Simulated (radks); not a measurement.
Question: Radial electron density D(r) = 4 pi r^2 rho(r) of an atom or ion with 2 electrons. Calculated with a radial shooting solver on a logarithmic mesh with Libxc functionals: scalar-relativistic Kohn-Sham, PBE, spin-polarised, spherical densities, point nucleus.

r (bohr)  D(r) (e/bohr)
0.0172           0.2198
0.02018          0.2936
0.02349          0.3849
0.02735          0.5018
0.03209          0.6588
0.03736          0.8469
0.04349           1.079
0.05063           1.362
0.05942           1.719
0.06917           2.114
0.08053           2.560
0.09375           3.045
0.11              3.573
0.1281            4.059
0.1491            4.483
0.1736            4.796
0.2037            4.947
0.2371            4.878
0.2761            4.579
0.324             4.030
0.3771            3.339
0.4391            2.566
0.5111            1.808
0.5998            1.123
0.6983           0.6345
0.8129           0.3133
0.9464           0.1321
1.111           0.04361
1.293           0.01219

What is the nuclear charge?

Answer: Z = 5. The innermost maximum, from 1s, lies near gamma/Z bohr with gamma = sqrt(1 - (Z/c)^2) = 0.999, here 0.2 bohr (found: 0.210), and its height grows with Z. The density is that of the boron ion B3+ in [He]; the configuration itself is not fixed sharply by these data. D(r) has 1 maximum, at r = 0.210 bohr.
